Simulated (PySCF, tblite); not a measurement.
Compound: C₂H₁₄OSSi₄.
Z-matrix (Å and degrees, GFN2-xTB geometry), rows numbered from 1:
```
C 
Si  1  1.9021
Si  2  2.2945  1  115.21
O   3  1.6171  2   97.23  1    63.76
C   4  1.4119  3  128.73  2   176.89
Si  5  1.9074  4  108.11  3  -117.69
S   2  2.1798  1  103.07  3  -118.73
Si  7  2.1286  2  104.84  1  -167.20
H   1  1.0861  2  110.84  3   -58.74
H   1  1.0870  2  111.57  3  -179.41
H   1  1.0873  2  110.75  3    61.18
H   2  1.4749  1  107.92  3   131.69
H   3  1.4744  2  117.35  1   -54.68
H   3  1.4764  2  117.34  1  -178.87
H   5  1.0940  4  107.45  3   121.59
H   5  1.0923  4  110.27  3     5.29
H   6  1.4641  5  108.13  4  -176.28
H   6  1.4614  5  108.11  4   -55.57
H   6  1.4628  5  108.33  4    63.88
H   8  1.4517  7  103.50  2  -177.61
H   8  1.4585  7  109.20  2    62.72
H   8  1.4591  7  108.93  2   -57.59
```

Jobs on this species (22 atoms, 106 electrons) with PySCF (density fitting) and tblite. Hardware of each: one thread of an Arm Neoverse V2, on a shared host. The host was shared with other jobs, so the times are rough.

```tsv
level and settings	work	basis functions	SCF cycles	wall time
GFN2-xTB	Hessian by finite differences	–	–	?
PBE0/pcSseg-1	shieldings, charges and field gradients, density and orbital grids written	241	13	59 s
GFN2-xTB	L-BFGS relaxation	–	–	3.2 s
```

Question: Fill in the missing figures.

Answer: 
- GFN2-xTB; Hessian by finite differences: 1.3 s

Question: What do all jobs in the table cost together?

Answer: About 64 s; the longest takes about 93 % of that, and about 45 times as long as the shortest.
